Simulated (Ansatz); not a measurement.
`C=[N][InH2]` + H₂Se → `[SeH][InH2]` + `C=N` at 400 K and 1 bar (ligand exchange at the In–N bond).

Computed with Ansatz on PBE0-D4/def2-TZVP structures; ΔE is electronic, products minus reactants. CBS: MP2 limit from def2 TZ/QZ plus the TZ coupled-cluster correction, frozen cores. This one scheme is used for every species. Elements past krypton have def2 core potentials. For In, Se outer-core shells are correlated without core-valence functions, which leaves a few kJ/mol of doubt a bond. Scalar relativity is left out up to krypton.

```json
{"species": "`C=[N][InH2]`", "CCSD(T)/CBS energy (Eh)": "-284.90922", "H − E (kJ/mol)": "131.7", "S (J/(mol·K))": "335.8"}
{"species": "H₂Se", "CCSD(T)/CBS energy (Eh)": "-2401.89790", "H − E (kJ/mol)": "49.4", "S (J/(mol·K))": "229.5"}
{"species": "`[SeH][InH2]`", "CCSD(T)/CBS energy (Eh)": "-2592.33228", "H − E (kJ/mol)": "74.3", "S (J/(mol·K))": "324.5"}
{"species": "`C=N`", "CCSD(T)/CBS energy (Eh)": "-94.52360", "H − E (kJ/mol)": "119.4", "S (J/(mol·K))": "238.9"}
```

H − E and S are ideal-gas, rigid-rotor, harmonic terms from PBE0-D4/def2-TZVP. 1 Eh = 2625.50 kJ/mol, R = 8.31446 J/(mol·K).

By hand: ΔE, ΔH, ΔS and ΔG.

ΔE = (-2592.33228) + (-94.52360) − (-284.90922) − (-2401.89790) = -0.04876 Eh = -128.0 kJ/mol. Δ(H − E) = 74.3 + 119.4 − 131.7 − 49.4 = 12.6, so ΔH = -115.4 kJ/mol. ΔS = 324.5 + 238.9 − 335.8 − 229.5 = -1.9 J/(mol·K). ΔG = -115.4 − 400 × (-1.9)/1000 = -114.6 kJ/mol.

By hand: the equilibrium constant, and the temperature at which ΔG would vanish if ΔH and ΔS stayed fixed.

log₁₀ K = −ΔG/(RT ln 10) = 15.0. ΔG = 0 at ΔH/ΔS = 60737 K, far beyond where these terms or the molecules hold.

The number of gas molecules stays the same, so ΔS is small and ΔH decides. A doubt of 5 kJ/mol in ΔE shifts log₁₀ K by 0.7 here. These are equilibria of isolated gas molecules and say nothing of rates. Largest T1 diagnostic: 0.015 (customary marks: 0.02 for closed shells, 0.045 for open ones).
